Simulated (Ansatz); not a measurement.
C3H6BNO, SMILES CC#CB(N)O.

Coordinates come from a ωB97X-D3(BJ)/def2-SVP optimisation. The structure was generated by enumeration, and PubChem lists no compound with its InChIKey, so it may never have been made. Other conformers were not sampled.

Two levels are set side by side: PBE/def2-TZVPD (Ansatz, a quantum-chemistry and plane-wave program) and CAM-B3LYP/def2-TZVPD (Ansatz). Energy differences of separate SCF runs at the same geometry; the states with an electron removed or added have multiplicity 2 and 2. Differences are taken from unrounded values.

| quantity | CAM-B3LYP |
|---|---|
| vertical ionisation energy (eV) | 9.59 |
| vertical singlet–triplet gap (eV) | 4.97 |

**Question.** What does PBE give, and how far is it from CAM-B3LYP? (Estimate from the structure and the level; the computed values follow.)

**Answer.** 
```csv
quantity,PBE,PBE minus CAM-B3LYP
vertical ionisation energy (eV),9.04,-0.55
vertical singlet–triplet gap (eV),4.78,-0.20
```
